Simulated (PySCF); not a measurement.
MoS2ClBr, SMILES [S]=[Mo](=[S])([Cl])[Br], multiplicity 1.

The structure is a stationary point at B3LYP-D3(BJ)/def2-SVP. The spin state was assumed, not searched. The structure was generated by enumeration; whether it is a known compound was not checked. The def2 effective core potentials stand for the cores of Mo; spin–orbit coupling is left out.

Computed with B3LYP-D3(BJ)/def2-SVP run with PySCF.

Frequencies are harmonic and unscaled.

```
mode  ν (cm⁻¹)  IR (km/mol)  Raman (Å⁴/amu)  depolarisation  moving atoms (share of kinetic energy)
----  --------  -----------  --------------  --------------  --------------------------------------
1           98          0.0             4.2            0.74       Cl 51 %, Br 26 %, Mo 14 %, S 10 %
2          124          0.1             7.3            0.75                S 61 %, Br 23 %, Mo 15 %
3          143          0.1             3.1            0.71       S 54 %, Br 20 %, Cl 15 %, Mo 11 %
4          147          0.0             6.7            0.75                S 43 %, Cl 43 %, Mo 14 %
5          193          1.6             7.8            0.75                          S 80 %, Mo 9 %
6          301         21.7             7.6            0.03                 Br 45 %, Mo 41 %, S 9 %
7          415         54.6             6.8            0.09                        Cl 66 %, Mo 30 %
8          568         30.4            33.2            0.07                         S 77 %, Mo 23 %
9          577         67.1            12.1            0.75                         S 67 %, Mo 33 %
```
